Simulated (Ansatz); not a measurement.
Q: Name a neutral molecule of C, Cl, F, N, Se, Ti and H with size of the dipole moment (PBE/def2-TZVPP) between 4.05 and 4.35 D and LUMO energy (ωB97M-V/def2-TZVPP) between -0.40 and -0.10 eV (Ansatz, PBE0-D4/def2-TZVP geometry).

A: `C[N](C)[Ti]([F])([Cl])[SeH]` (4.32 D, -0.30 eV). Other molecules can fit too; these were computed, each in one conformer that needn't be the lowest.
